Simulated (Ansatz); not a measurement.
The same path of CH4BIO2 (9 atoms, charge 0, multiplicity 1) was run twice with different band settings. The coordinate that changes most is the dihedral C4–B2–O3–H7.

The calculation used RKS PBE0/def2-SVP in Ansatz 0.2.0.

Relaxed end points:

```xyz
9
Properties=species:S:1:pos:R:3
O -1.059 0.423 1.078
B 0.064 0.182 0.347
O 1.236 0.864 0.476
C 0.010 -0.984 -0.713
I -0.633 -0.096 -2.581
H -1.007 1.164 1.688
H 1.225 1.594 1.101
H -0.734 -1.756 -0.486
H 0.986 -1.436 -0.926
```

```xyz
9
Properties=species:S:1:pos:R:3
O -0.648 -0.147 1.667
B -0.057 0.240 0.509
O 0.536 1.456 0.435
C -0.124 -0.812 -0.683
I 0.824 -0.139 -2.497
H -0.572 0.533 2.346
H 0.923 1.624 -0.435
H -1.164 -1.047 -0.949
H 0.370 -1.755 -0.410
```

Common settings: movable images 7; climbing image yes; spring 5.0 eV/Å²; optimiser quadratic models (default); start path through a guess of the saddle point; iteration limit 60; end points relaxed.

| run | force threshold |
| --- | --- |
| 1 | 0.05 eV/Å |
| 2 | 0.2 eV/Å |

(1) What does each run give, and how far can it be trusted?

Answers

(1) Run 1: converged after 21 iterations, highest image 0.241 eV above the first end. A vibrational analysis at the climbing image gives one clearly imaginary mode, 529i cm⁻¹: a first-order saddle point.
Run 2: converged after 17 iterations, highest image 0.244 eV above the first end. The threshold of 0.2 eV/Å is loose, so the images may lie well off the minimum-energy path. Another band between the same ends (7 images) ends at a top of the same energy, where a vibrational analysis finds 1 clearly imaginary mode.
